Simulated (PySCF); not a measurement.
# How the method moves the HOMO and LUMO of `FC[C@H](F)C1C=C1`

Compound: C5H6F2.
Z-matrix (Å and degrees, PBE0-D3(BJ)/def2-SVP geometry), rows numbered from 1:
```
F 
C   1  1.3708
C   2  1.5170  1  109.37
F   3  1.3812  2  106.53  1  -174.73
C   3  1.5057  2  112.67  1    64.37
C   5  1.4989  3  122.13  2  -141.77
C   6  1.2965  5   64.34  3   105.47
H   2  1.1028  1  109.46  3  -120.69
H   2  1.1039  1  109.26  3   120.46
H   3  1.1053  2  109.00  1   -57.68
H   5  1.1047  3  111.65  2    66.88
H   6  1.0866  5  145.17  7   178.17
H   7  1.0862  5  144.43  6  -179.50
```

Basis pcSseg-1 throughout (PySCF), one geometry. The structure is a single PBE0-D3(BJ)/def2-SVP conformer in the gas phase; no vibrational or solvent corrections.

How do the orbital energies, the gap and the dipole change with the method?

```csv
method,kind,HOMO (eV),LUMO (eV),gap (eV),μ (D),SCF cycles
OPBE,GGA,-6.32,-1.17,5.15,0.97,16
PBE,GGA,-6.37,-1.33,5.04,0.96,14
BP86,GGA,-6.47,-1.43,5.05,0.95,14
LDA,LDA,-6.55,-1.62,4.93,0.97,14
B97-2,global hybrid,-7.34,-0.30,7.04,0.97,14
mPW1PW91,global hybrid,-7.62,-0.26,7.36,0.98,14
BHandHLYP,global hybrid,-8.64,0.93,9.56,0.99,13
LC-wPBE,range-separated hybrid,-10.32,2.18,12.51,0.95,12
```

The HOMO spans 4.00 eV, from OPBE down to LC-wPBE, and the gap runs from 4.93 eV (LDA) to 12.51 eV (LC-wPBE). Over the methods OPBE (0 %), PBE (0 %), BP86 (0 %), LDA (0 %), B97-2 (21 %), mPW1PW91 (25 %), BHandHLYP (50 %), a straight line through the gap against the share of exact exchange rises by 0.91 eV for each 10 % (correlation coefficient 0.999). The dipole ranges from 0.95 D (BP86) to 0.99 D (BHandHLYP). This basis has no diffuse functions.
